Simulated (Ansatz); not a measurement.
Consider the redistribution: `OC(F)[SeH]` + `N[SiH2][AlH2]` → `[AlH2][SeH]` + `N[SiH2]C(O)F`.

Calculated with Ansatz (gas phase, PBE0-D4/def2-TZVP geometries, no zero-point term in ΔE). CCSD(T)/CBS adds triple-zeta CCSD(T) − MP2 to the extrapolated MP2 energy (def2 sets, frozen cores). Functionals use def2-TZVPP. B3LYP here is the variant with VWN-RPA as its local correlation; programs differ in this. For Se outer-core shells are correlated without core-valence functions, which leaves a few kJ/mol of doubt a bond. Scalar relativity is left out up to krypton. Each species was taken in one conformer, which may not be the lowest.

`OC(F)[SeH]`:

Z-matrix (Å, degrees):
```
C
F 1 1.369
Se 1 1.981 2 108.5
O 1 1.357 2 111.5 3 -121.6
H 1 1.089 2 108.0 3 119.7
H 3 1.467 1 94.0 2 34.6
H 4 0.965 1 108.9 2 66.8
```

`N[SiH2][AlH2]`:

Z-matrix (Å, degrees):
```
Si
Al 1 2.457
N 1 1.731 2 109.3
H 1 1.503 2 109.4 3 -126.4
H 1 1.493 2 111.4 3 118.8
H 2 1.590 1 121.3 3 -164.1
H 2 1.593 1 120.4 3 16.9
H 3 1.008 1 120.2 2 178.6
H 3 1.007 1 119.2 2 -39.1
```

`[AlH2][SeH]`:

Z-matrix (Å, degrees):
```
Al
Se 1 2.314
H 1 1.579 2 116.3
H 1 1.580 2 119.2 3 180.0
H 2 1.469 1 92.2 3 179.9
```

`N[SiH2]C(O)F`:

Z-matrix (Å, degrees):
```
Si
C 1 1.910
N 1 1.730 2 102.8
H 1 1.485 2 110.5 3 113.9
H 1 1.487 2 110.4 3 -123.4
F 2 1.408 1 106.8 3 79.2
O 2 1.373 1 110.0 3 -40.0
H 2 1.093 1 116.5 3 -162.8
H 3 1.009 1 119.4 2 -81.1
H 3 1.007 1 119.1 2 138.4
H 7 0.970 2 107.3 1 33.5
```

**Question.** Is it downhill or uphill in electronic energy at CCSD(T)/CBS, and by how much? (Estimate.)

**Answer.** Computed: Downhill: ΔE = -166.7 kJ/mol.

**Question.** What do these levels give: r2SCAN-D4, ωB97X-V, ωB97M-V, B2PLYP, r2SCAN, B3LYP, HF/def2-TZVPP, MP2/def2-TZVPP, HF/def2-QZVPP, MP2/def2-QZVPP, SCS-MP2/def2-QZVPP, CCSD/CBS(def2)? (Estimate.)

**Answer.** The calculation gave: r2SCAN-D4 -163.2, ωB97X-V -161.6, ωB97M-V -170.5, B2PLYP -165.0, r2SCAN -162.8, B3LYP -159.9, HF/def2-TZVPP -168.2, MP2/def2-TZVPP -170.5, HF/def2-QZVPP -168.0, MP2/def2-QZVPP -173.2, SCS-MP2/def2-QZVPP -169.0, CCSD/CBS(def2) -167.3 kJ/mol.

Largest T1 diagnostic among the species: 0.012.

From PBE to PBE0 (25 % exact exchange), in def2-TZVPP and without D4, ΔE moves by −5.7 kJ/mol.
